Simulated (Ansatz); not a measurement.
Input for Ansatz (an electronic-structure program): U-PBE/def2-TZVPP on SnO, a point of a bond scan (R = 2.473 Å). Elements past Kr take the def2 small-core potentials; no spin–orbit coupling.

Ansatz 0.2 input:
```yaml
crystal:
  periodic: [false, false, false]
  atoms:
    - {symbol: Sn, position_ang: [-0.00000000, -0.00000000, -0.25265494]}
    - {symbol: O, position_ang: [0.00000000, 0.00000000, 2.22020524]}
basis:
  gaussian:
    orbitals: def2-TZVPP
hamiltonian:
  xc: {name: PBE}
magnetization: {spin_polarized: true, initial_magnetization: 0}
```

The head of its log:

```
WARN ansatz: RAYON_NUM_THREADS=1 ignored (pool sized by the plan → 1); use --threads N
Functional definition: PBE
integrals: 0.01 GiB planned
539 factors; their error is unknown
mean field: 0.18 GiB planned
mean field evaluation 1: about -7851.9602 eV, gradient 6.6e1 eV
mean field evaluation 2: about -7486.9254 eV, gradient 1.5e2 eV
```

Question: Give the final energy of this run.

Answer: -289.3926 hartree. Its determinant has ⟨S²⟩ = 0.43, a mixture of spin states.
